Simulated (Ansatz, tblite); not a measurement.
Forces on bistriflimide, `O=S(=O)([N-]S(=O)(=O)C(F)(F)F)C(F)(F)F` at its PBE-D4/def2-SVP geometry. Total charge -1; singlet.

The xTB rows come from tblite.

GFN2-xTB (tblite), largest force 2.62 eV/Å:

```xyz
15
positions Å, forces eV/Å
O    -2.058    0.791   -1.619    0.950   -0.921    2.029
S    -1.322    0.343   -0.417    0.428   -0.999   -0.889
O    -1.712   -0.920    0.251    0.605    2.170   -1.329
N     0.270    0.586   -0.682   -0.485   -1.059    1.229
S     1.405   -0.168    0.214   -0.327    1.190    0.675
O     1.007   -0.627    1.565    0.814    0.929   -2.308
O     2.683    0.556    0.036   -1.976   -1.295    0.573
C     1.673   -1.772   -0.759    0.017   -0.079    0.020
F     0.529   -2.461   -0.906    0.624    0.171   -0.048
F     2.557   -2.557   -0.104   -0.376    0.186   -0.449
F     2.172   -1.516   -1.984   -0.213   -0.290    0.506
C    -1.716    1.683    0.862   -0.057    0.007    0.065
F    -3.008    1.578    1.244    0.569    0.234   -0.040
F    -0.944    1.570    1.955   -0.438    0.221   -0.417
F    -1.535    2.914    0.344   -0.135   -0.465    0.382
```

r2SCAN-D4/def2-SVP (Ansatz), largest force 0.88 eV/Å:

```
O 0.412 -0.231 0.725
S -0.233 -0.175 -0.159
O 0.228 0.742 -0.354
N -0.125 -0.273 0.310
S 0.213 0.111 0.252
O 0.217 0.235 -0.795
O -0.739 -0.463 0.086
C 0.022 -0.097 -0.054
F 0.456 0.270 0.049
F -0.336 0.294 -0.262
F -0.196 -0.112 0.488
C -0.037 0.079 0.074
F 0.497 0.053 -0.142
F -0.301 0.049 -0.430
F -0.078 -0.481 0.213
```

PBE0-D4/def2-SVP (Ansatz), largest force 1.46 eV/Å:

```
O 0.689 -0.440 1.181
S -0.305 -0.185 -0.229
O 0.395 1.243 -0.655
N -0.261 -0.570 0.656
S 0.299 0.151 0.287
O 0.380 0.453 -1.338
O -1.235 -0.731 0.191
C 0.075 -0.321 -0.173
F 0.855 0.502 0.095
F -0.637 0.558 -0.486
F -0.373 -0.194 0.910
C -0.113 0.256 0.247
F 0.936 0.091 -0.270
F -0.571 0.096 -0.805
F -0.134 -0.908 0.388
```
